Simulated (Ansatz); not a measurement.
Start from `B/C=C(/O)F` and change one atom or group to get `CC/C=C(/O)F`.

Ansatz, PBE0-D4/def2-TZVP geometries, multiplicity 1. Each molecule was computed in one conformer, which needn't be the lowest.

```csv
property,`B/C=C(/O)F`
LUMO energy (B3LYP/def2-TZVPP) / eV,-1.70
LUMO energy (PBE0/def2-TZVPP) / eV,-1.48
HOMO–LUMO gap (PBE/def2-TZVPP) / eV,4.08
HOMO–LUMO gap (ωB97M-V/def2-TZVPP) / eV,10.29
LUMO energy (ωB97M-V/def2-TZVPP) / eV,0.51
size of the dipole moment (B3LYP/def2-TZVPP) / D,3.06
```

**Question.** Give the same properties after the change, and the shifts. (Estimate.)

**Answer.** The calculation gave: 
```
                                        property  `CC/C=C(/O)F`  shift
             LUMO energy (B3LYP/def2-TZVPP) / eV           0.62   2.32
              LUMO energy (PBE0/def2-TZVPP) / eV           1.01   2.49
             HOMO–LUMO gap (PBE/def2-TZVPP) / eV           5.38   1.30
         HOMO–LUMO gap (ωB97M-V/def2-TZVPP) / eV          11.29   1.00
           LUMO energy (ωB97M-V/def2-TZVPP) / eV           2.49   1.98
size of the dipole moment (B3LYP/def2-TZVPP) / D           0.74  -2.32
```

With PBE0 the HOMO rises by 1.05 eV and the LUMO rises by 2.49 eV, so the gap widens by about 1.44 eV. PBE moves the HOMO by 1.16 eV and ωB97M-V by 0.98 eV. Dipoles are sizes alone; their direction can turn.

B3LYP here is the variant with VWN-RPA as its local correlation; programs differ in this.
